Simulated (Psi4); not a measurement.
A dimer, Br2 ··· H3O+ (SMILES BrBr and [OH3+]) (charge +1); the first 2 atoms form monomer A.

```
6

Br     1.1579     0.0000     0.0000
Br    -1.1579     0.0000     0.0000
O      4.8805    -0.2948    -0.4358
H      4.3691    -0.9755     0.0518
H      5.5817     0.1275     0.1052
H      4.3153     0.3498    -0.9130
```

What interaction energy does SAPT0/jun-cc-pVDZ, frozen core (Psi4) give, and which attractive term is the largest?

Total 0.40 kcal/mol: electrostatics 4.64, exchange 0.32, induction -4.19, dispersion -0.37. The most attractive term is induction.
